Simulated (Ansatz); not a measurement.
Computed with Ansatz on PBE0-D4/def2-TZVP structures; ΔE is electronic, products minus reactants. CBS: MP2 limit from def2 TZ/QZ plus the TZ coupled-cluster correction, frozen cores. def2 core potentials past Kr. For In, Mg outer-core shells are correlated without core-valence functions, which leaves a few kJ/mol of doubt a bond. One conformer a species, not always the lowest.

`C[CH2][Mg][CH2]C` + `[NH2][InH][OH]` → `[CH3][In]([NH2])[OH]` + `C[CH2][Mg][CH3]`  (formal exchange of groups at a C–C bond)

```tsv
species	CCSD/CBS(def2) energy (Eh)
`C[CH2][Mg][CH2]C`	-358.07052
`[NH2][InH][OH]`	-322.08743
`[CH3][In]([NH2])[OH]`	-361.35173
`C[CH2][Mg][CH3]`	-318.82670
```

**Question.** Work out ΔE.

**Answer.** ΔE = (-361.35173) + (-318.82670) − (-358.07052) − (-322.08743) = -0.02048 Eh = -12.9 kcal/mol. CCSD(T)/CBS gives -13.2 kcal/mol.

Largest T1 diagnostic among the species: 0.016.

In def2-TZVPP, CCSD(T) changes the Hartree–Fock value by −2.2 kcal/mol (the triples alone add −0.3 kcal/mol) and MP2 by −3.6 kcal/mol. From BLYP to BHLYP (50 % exact exchange), in def2-TZVPP and without D4, ΔE moves by +0.9 kcal/mol.
